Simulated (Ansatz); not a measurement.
A short molecular-dynamics run on CH7NO2Si (`N[SiH2]C(O)O`).

```yaml
crystal:
  periodic: [false, false, false]
  atoms:
    - {symbol: N, position_ang: [-1.392725, -0.672937, -0.709366]}
    - {symbol: Si, position_ang: [-0.585995, -0.446749, 0.804343]}
    - {symbol: C, position_ang: [1.042954, 0.398268, 0.297352]}
    - {symbol: O, position_ang: [1.580140, -0.272183, -0.811691]}
    - {symbol: O, position_ang: [0.704515, 1.735863, -0.008582]}
    - {symbol: H, position_ang: [-1.942174, -1.504386, -0.855079]}
    - {symbol: H, position_ang: [-1.830876, 0.122683, -1.148295]}
    - {symbol: H, position_ang: [-1.322429, 0.374822, 1.803247]}
    - {symbol: H, position_ang: [-0.323010, -1.800187, 1.356882]}
    - {symbol: H, position_ang: [1.825056, 0.364308, 1.065515]}
    - {symbol: H, position_ang: [0.834136, -0.512713, -1.380905]}
    - {symbol: H, position_ang: [1.487308, 2.158212, -0.379419]}
basis:
  gaussian: {orbitals: def2-SVP}
magnetization: {spin_polarized: true, initial_magnetization: 0}
hamiltonian: {xc: {name: revPBE}}
md: {timestep: 2 fs, n_steps: 30, ensemble: nvt_langevin, temperature: 1000, initial_velocities: maxwell_boltzmann, friction: 0.01, seed: 38}
```

```sh
$ ansatz run in.yaml --threads 4 --pin off --events-out ev --progress --plain --max-ram 10444MiB
```

| step | time (fs) | potential energy (eV) | kinetic (eV) | T (K) | conserved (eV) |
| --- | --- | --- | --- | --- | --- |
| 0 | 0.0 | -14601.5934 | 1.4219 | 917 | – |
| 1 | 2.0 | -14601.3714 | 1.3224 | 853 | – |
| 2 | 4.0 | -14601.1795 | 1.0959 | 707 | – |
| 3 | 6.0 | -14600.7997 | 0.7353 | 474 | – |
| 4 | 8.0 | -14600.8506 | 0.7132 | 460 | – |
| 5 | 10.0 | -14600.8339 | 0.8188 | 528 | – |
| 6 | 12.0 | -14600.8800 | 0.9548 | 616 | – |
| 7 | 14.0 | -14600.8044 | 0.9722 | 627 | – |
| 8 | 16.0 | -14600.7025 | 1.0798 | 696 | – |
| 9 | 18.0 | -14600.7859 | 1.0667 | 688 | – |
| 10 | 20.0 | -14600.5047 | 0.8272 | 533 | – |
| 11 | 22.0 | -14600.4855 | 0.8587 | 554 | – |
| 12 | 24.0 | -14600.4178 | 1.0261 | 662 | – |
| 13 | 26.0 | -14600.8662 | 1.4028 | 904 | – |
| 14 | 28.0 | -14600.3452 | 1.0636 | 686 | – |
| 15 | 30.0 | -14600.5090 | 1.2379 | 798 | – |
| 16 | 32.0 | -14600.5013 | 1.0915 | 704 | – |
| 17 | 34.0 | -14600.6530 | 1.1964 | 771 | – |
| 18 | 36.0 | -14600.2200 | 0.8862 | 571 | – |
| 19 | 38.0 | -14600.0195 | 0.7431 | 479 | – |
| 20 | 40.0 | -14600.2457 | 0.8692 | 560 | – |
| 21 | 42.0 | -14600.2277 | 1.0046 | 648 | – |
| 22 | 44.0 | -14600.3481 | 1.1458 | 739 | – |
| 23 | 46.0 | -14600.1326 | 0.9494 | 612 | – |
| 24 | 48.0 | -14600.5775 | 1.4100 | 909 | – |
| 25 | 50.0 | -14600.4918 | 1.5367 | 991 | – |
| 26 | 52.0 | -14600.5354 | 1.6554 | 1067 | – |
| 27 | 54.0 | -14599.9663 | 1.1605 | 748 | – |
| 28 | 56.0 | -14599.9994 | 1.1029 | 711 | – |
| 29 | 58.0 | -14599.6204 | 1.0155 | 655 | – |
| 30 | 60.0 | -14600.0990 | 1.4857 | 958 | – |

Velocities are drawn at the set temperature; a run this short doesn't reach equilibrium.

Frames (Å, forces in eV/Å):

```xyz
12
time=0.0 fs
N    -1.393   -0.673   -0.709    0.273   -0.136   -0.388
Si   -0.586   -0.447    0.804    0.143    0.089    0.534
C     1.043    0.398    0.297   -0.003    0.123   -0.188
O     1.580   -0.272   -0.812    0.890   -0.300   -0.040
O     0.705    1.736   -0.009   -0.905    0.364    0.216
H    -1.942   -1.504   -0.855   -0.403   -0.557   -0.119
H    -1.831    0.123   -1.148   -0.299    0.528   -0.304
H    -1.322    0.375    1.803   -0.203    0.172    0.290
H    -0.323   -1.800    1.357    0.037   -0.328    0.128
H     1.825    0.364    1.066    0.477   -0.085    0.499
H     0.834   -0.513   -1.381   -0.614   -0.127   -0.370
H     1.487    2.158   -0.379    0.607    0.257   -0.257
12
time=4.0 fs
N    -1.442   -0.661   -0.726   -0.253    0.170   -0.180
Si   -0.589   -0.431    0.787   -0.166   -1.191    1.715
C     1.050    0.424    0.315   -0.124   -1.905   -0.165
O     1.626   -0.309   -0.778   -0.757   -0.078   -1.183
O     0.684    1.736   -0.022    0.683    0.724   -0.141
H    -1.988   -1.521   -0.956    0.255    1.028    0.225
H    -1.802    0.241   -1.089   -0.219   -0.787   -0.210
H    -1.260    0.268    2.037    0.142   -0.188   -0.977
H    -0.257   -1.842    1.364   -0.161    0.614   -0.446
H     1.773    0.147    1.172   -0.160    1.310   -0.669
H     0.920   -0.505   -1.501    0.882    0.536    1.611
H     1.392    2.128   -0.593   -0.122   -0.232    0.421
12
time=8.0 fs
N    -1.479   -0.645   -0.732    0.136    0.400    0.291
Si   -0.591   -0.419    0.782   -0.723   -1.452    1.663
C     1.046    0.426    0.334   -0.275   -2.010   -0.705
O     1.664   -0.339   -0.754    1.457    1.126    2.188
O     0.665    1.745   -0.038    0.695    0.141    0.055
H    -2.051   -1.461   -1.026    0.265    0.776    0.433
H    -1.803    0.274   -1.064   -0.342   -0.456   -0.405
H    -1.223    0.166    2.160    0.204   -0.040   -1.452
H    -0.231   -1.800    1.335   -0.067    0.150   -0.379
H     1.704    0.118    1.237    0.089    1.563   -0.881
H     1.056   -0.473   -1.462   -1.691   -0.144   -1.160
H     1.259    2.049   -0.760    0.252   -0.055    0.352
12
time=12.0 fs
N    -1.513   -0.623   -0.723    1.134    1.466    0.800
Si   -0.597   -0.406    0.800   -0.724   -1.359   -1.076
C     1.033    0.402    0.353   -0.459   -0.235   -1.786
O     1.705   -0.354   -0.713   -2.028    0.827   -0.823
O     0.655    1.757   -0.045    0.636   -0.269   -0.233
H    -2.101   -1.352   -1.072   -0.475   -0.958    0.181
H    -1.842    0.264   -1.092   -0.202    0.369   -0.323
H    -1.183    0.062    2.057   -0.667    0.915    0.409
H    -0.239   -1.731    1.245    0.290   -1.360    0.199
H     1.647    0.310    1.265    0.893    0.519   -0.053
H     0.993   -0.465   -1.487    1.491    0.191    2.171
H     1.138    1.960   -0.881    0.110   -0.107    0.534
12
time=16.0 fs
N    -1.533   -0.586   -0.706   -0.866    1.071   -1.001
Si   -0.604   -0.397    0.820   -0.363   -2.582   -2.014
C     1.024    0.373    0.355    1.779    1.932    0.544
O     1.727   -0.364   -0.678    2.510    1.617    4.352
O     0.653    1.766   -0.046   -0.175   -0.744    0.150
H    -2.171   -1.339   -1.085    1.025    0.590    1.102
H    -1.893    0.302   -1.159    0.549   -0.886    0.662
H    -1.245    0.114    1.975   -0.843    1.055    1.318
H    -0.213   -1.804    1.139   -0.133   -0.350    0.244
H     1.726    0.607    1.265   -0.557   -1.130   -1.249
H     1.094   -0.430   -1.320   -3.283   -0.817   -3.467
H     1.009    1.859   -0.935    0.356    0.245   -0.642
12
time=20.0 fs
N    -1.560   -0.537   -0.697    1.718    0.793    1.187
Si   -0.612   -0.403    0.832   -1.429   -1.810    0.627
C     1.038    0.368    0.367    1.122    2.216   -0.168
O     1.746   -0.362   -0.622   -2.501    0.332   -1.816
O     0.663    1.767   -0.043   -0.179   -0.267   -2.101
H    -2.110   -1.307   -1.004   -0.527   -1.177    0.009
H    -1.863    0.292   -1.175   -0.270    0.910   -0.282
H    -1.420    0.331    2.095    1.031   -0.826   -1.410
H    -0.193   -1.946    1.077   -0.713    1.299    0.185
H     1.766    0.767    1.108    0.175   -1.610    0.623
H     1.011   -0.496   -1.388    1.911   -0.021    2.090
H     0.943    1.805   -1.007   -0.338    0.162    1.055
12
time=24.0 fs
N    -1.578   -0.477   -0.681    0.180   -1.073    0.270
Si   -0.622   -0.412    0.849   -1.503    0.211    0.166
C     1.060    0.388    0.386    0.068    1.476   -0.743
O     1.738   -0.353   -0.594    4.421    2.250    4.566
O     0.678    1.763   -0.057   -0.599   -0.380    0.299
H    -2.080   -1.401   -0.928    0.830    2.132    0.300
H    -1.843    0.390   -1.190   -0.143   -0.881    0.329
H    -1.470    0.428    2.061    1.235   -1.168   -1.303
H    -0.292   -1.901    1.028   -0.398    0.386    0.454
H     1.846    0.704    1.065    0.328   -0.815    1.299
H     1.189   -0.632   -1.218   -4.609   -2.255   -4.723
H     0.884    1.783   -0.993    0.190    0.117   -0.914
12
time=28.0 fs
N    -1.587   -0.422   -0.656    2.863    2.297    2.142
Si   -0.645   -0.419    0.870    0.459    1.813   -2.534
C     1.080    0.422    0.394    0.719    0.191    1.008
O     1.758   -0.344   -0.555   -1.386   -2.248   -3.174
O     0.689    1.751   -0.069    0.059   -0.082   -0.706
H    -1.960   -1.279   -0.823   -1.852   -3.187   -1.289
H    -1.849    0.369   -1.209   -0.437    0.517   -0.427
H    -1.381    0.319    1.848   -0.516    0.609    1.402
H    -0.446   -1.805    1.041    0.134   -1.926    0.692
H     1.951    0.576    1.203   -1.751   -0.207   -0.970
H     1.118   -0.924   -1.296    1.653    2.448    2.997
H     0.825    1.783   -1.054    0.056   -0.224    0.858
12
time=32.0 fs
N    -1.583   -0.361   -0.608   -1.238   -2.731   -1.696
Si   -0.664   -0.430    0.882    1.795   -0.445   -2.249
C     1.117    0.461    0.401   -2.416   -2.233   -0.576
O     1.775   -0.348   -0.549    3.445    3.084    1.771
O     0.692    1.734   -0.075    0.456    0.464    0.778
H    -1.982   -1.354   -0.870    0.820    2.476    0.359
H    -1.938    0.355   -1.284    0.509   -0.542    1.068
H    -1.388    0.290    1.826   -0.962    1.164    2.160
H    -0.536   -1.943    1.162   -0.093    0.537    0.039
H     1.808    0.446    1.227    0.709    1.104    0.956
H     1.252   -0.927   -1.002   -3.197   -2.579   -2.178
H     0.731    1.748   -1.039    0.174   -0.298   -0.431
12
time=36.0 fs
N    -1.600   -0.325   -0.569    0.384   -0.273   -0.121
Si   -0.676   -0.457    0.874    0.064    1.444    2.127
C     1.133    0.479    0.393   -1.772   -2.898    2.030
O     1.814   -0.338   -0.538   -1.499   -1.680   -1.277
O     0.700    1.721   -0.064    0.673    0.745   -0.385
H    -1.882   -1.212   -0.870   -0.732   -2.282   -0.685
H    -1.994    0.285   -1.254   -0.014    1.405   -0.059
H    -1.523    0.402    2.053    1.216   -1.006   -1.059
H    -0.623   -2.016    1.320   -0.076    1.279   -0.619
H     1.722    0.460    1.368   -0.023    1.012   -0.920
H     1.138   -1.073   -0.899    1.806    2.271    0.834
H     0.676    1.647   -1.040   -0.027   -0.017    0.133
12
time=40.0 fs
N    -1.616   -0.302   -0.539   -1.148   -2.308   -2.297
Si   -0.683   -0.481    0.872    0.162    2.955    2.895
C     1.128    0.471    0.402   -1.015   -1.775    3.382
O     1.847   -0.339   -0.532    0.263    1.023    0.518
O     0.721    1.709   -0.060    0.443    0.615   -0.588
H    -1.812   -1.285   -0.874   -0.135    1.208   -0.011
H    -2.025    0.363   -1.221    0.511   -0.121    0.942
H    -1.506    0.403    2.129    1.336   -1.023   -1.433
H    -0.727   -1.899    1.413    0.082   -0.065   -0.528
H     1.658    0.677    1.435   -0.096   -0.487   -1.727
H     1.207   -1.023   -0.767   -0.060   -0.347   -0.403
H     0.653    1.535   -1.008   -0.344    0.325   -0.751
12
time=44.0 fs
N    -1.643   -0.303   -0.520    0.374   -2.747    0.138
Si   -0.692   -0.493    0.883    1.368    3.156    0.472
C     1.112    0.437    0.457   -2.173   -1.200   -1.255
O     1.881   -0.328   -0.520   -1.853   -1.243    0.665
O     0.746    1.706   -0.057   -0.420   -0.333   -2.185
H    -1.794   -1.237   -0.900   -0.424    0.069   -0.560
H    -2.015    0.400   -1.088   -0.627    1.677   -0.894
H    -1.323    0.248    1.991   -0.001    0.588    0.576
H    -0.806   -1.817    1.392    0.170   -1.909    0.020
H     1.588    0.833    1.303    1.974   -0.547    2.247
H     1.245   -1.131   -0.696    1.798    1.832    0.145
H     0.581    1.463   -1.013   -0.187    0.656    0.632
12
time=48.0 fs
N    -1.679   -0.320   -0.508   -0.578    0.419   -1.007
Si   -0.696   -0.492    0.904    1.819   -1.041   -1.994
C     1.078    0.406    0.514    1.408    0.955   -0.429
O     1.905   -0.325   -0.502   -1.156    0.170    1.475
O     0.765    1.694   -0.081   -0.366   -0.615    0.324
H    -1.858   -1.195   -1.013   -0.219    0.440   -0.194
H    -2.057    0.551   -0.970    0.558   -1.250    0.672
H    -1.179    0.204    1.953   -1.346    2.086    2.939
H    -0.857   -1.958    1.337    0.479    0.252   -0.418
H     1.736    0.858    1.385   -0.822   -1.668   -0.848
H     1.368   -1.132   -0.673    0.451    0.244   -0.101
H     0.457    1.459   -0.972   -0.228    0.008   -0.418
12
time=52.0 fs
N    -1.724   -0.336   -0.508    0.627   -1.578    0.272
Si   -0.701   -0.489    0.924   -0.192    0.553    1.282
C     1.061    0.399    0.573    1.505    0.205   -2.603
O     1.925   -0.314   -0.472   -2.000   -1.945    0.918
O     0.779    1.669   -0.112   -0.348   -0.527    1.215
H    -1.972   -1.133   -1.149    0.258    1.064    0.885
H    -2.081    0.556   -0.770   -0.572    0.935   -0.569
H    -1.158    0.420    2.273    0.192   -1.200   -1.656
H    -0.805   -2.043    1.186    0.441    1.024   -0.015
H     1.799    0.673    1.422   -1.231   -0.329   -0.703
H     1.452   -1.209   -0.713    1.092    2.103    0.626
H     0.316    1.456   -0.955    0.228   -0.304    0.347
12
time=56.0 fs
N    -1.743   -0.366   -0.511    0.578    3.840    2.385
Si   -0.715   -0.481    0.947    0.264    1.888    0.298
C     1.057    0.398    0.590   -1.276   -1.050   -5.361
O     1.938   -0.294   -0.427   -1.230   -1.812    0.518
O     0.794    1.645   -0.126    0.115    0.023    2.198
H    -2.091   -0.984   -1.187   -0.566   -1.658   -1.020
H    -2.196    0.582   -0.607    0.376   -1.084   -0.214
H    -1.078    0.507    2.390   -0.065   -1.616   -2.025
H    -0.661   -1.942    1.007    0.272   -0.813    0.690
H     1.712    0.451    1.404    1.045    1.225    2.083
H     1.544   -1.193   -0.688    0.509    1.475    0.534
H     0.251    1.408   -0.898   -0.023   -0.417   -0.089
12
time=60.0 fs
N    -1.745   -0.352   -0.488   -1.063   -0.231   -1.054
Si   -0.724   -0.462    0.965    1.178    0.094   -1.253
C     1.038    0.389    0.548    1.130   -1.438    0.182
O     1.940   -0.272   -0.369   -0.824   -3.938   -1.089
O     0.803    1.621   -0.123   -0.620    0.182    1.110
H    -2.228   -0.989   -1.230    1.468    0.737    2.121
H    -2.299    0.492   -0.516   -0.388    0.815   -0.152
H    -1.021    0.357    2.249   -0.582   -0.671   -0.548
H    -0.534   -1.936    0.907    0.137   -0.454    0.836
H     1.700    0.371    1.545   -1.364    1.289   -1.365
H     1.629   -1.264   -0.671    0.698    3.231    1.206
H     0.189    1.299   -0.826    0.233    0.382    0.005
```

Hardware: 4 threads of an Arm Neoverse V2 on a shared host. Wall time 52 s, peak host memory 0.46 GiB.
